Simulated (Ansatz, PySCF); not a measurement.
Mn(O)2(OH)3 (H₃MnO₅), SMILES [OH][Mn](=[O])([OH])(=[O])[OH], multiplicity 1. Atoms are numbered in the order given.

```xyz
9

Mn     0.0175    -0.0818     0.0530
O      1.2533    -0.7918    -0.5226
O      0.3039     0.4888     1.4726
O     -1.2631     0.1839    -1.2151
H     -1.1187     1.1099    -1.4881
O     -1.1084    -1.3843     0.4744
H     -1.8190    -1.3967    -0.1923
O      0.3531     1.6960    -0.5642
H      0.6821     2.2176     0.1863
```
Charge 0, spin multiplicity 1.

Geometry optimised at B3LYP-D3(BJ)/def2-SVP. The spin state was assumed, not searched. One conformer was computed; it need not be the lowest.

Two levels are set side by side: PBE-D3(BJ)/def2-SVP (Ansatz, an electronic-structure program) and B3LYP-D3(BJ)/def2-SVP (Ansatz). Each level has its own optimised geometry; the coordinates shown are those of the second. Frequencies come from the Hessian of PySCF at each geometry. Differences are taken from unrounded values.

| quantity | B3LYP-D3(BJ) | PBE-D3(BJ) | PBE-D3(BJ) minus B3LYP-D3(BJ) |
|---|---|---|---|
| mean bond length (Å) | 1.440 | 1.454 | 0.014 |
| bond Mn1–O2 (Å) | 1.537 | 1.563 | 0.026 |
| bond Mn1–O3 (Å) | 1.557 | 1.577 | 0.020 |
| bond Mn1–O4 (Å) | 1.822 | 1.839 | 0.017 |
| bond Mn1–O6 (Å) | 1.772 | 1.780 | 0.008 |
| bond Mn1–O8 (Å) | 1.912 | 1.919 | 0.007 |
| bond O4–H5 (Å) | 0.976 | 0.988 | 0.012 |
| bond O6–H7 (Å) | 0.975 | 0.984 | 0.010 |
| bond O8–H9 (Å) | 0.971 | 0.981 | 0.010 |
| highest harmonic wavenumber (cm⁻¹) | 3777 | 3650 | -126 |
| mean harmonic wavenumber (cm⁻¹) | 1033 | 996 | -38 |
| zero-point energy (kcal/mol) | 31.02 | 29.89 | -1.13 |

Exact exchange shortens and stiffens bonds; PBE has none. Differences between two approximate levels are no errors against the true value.
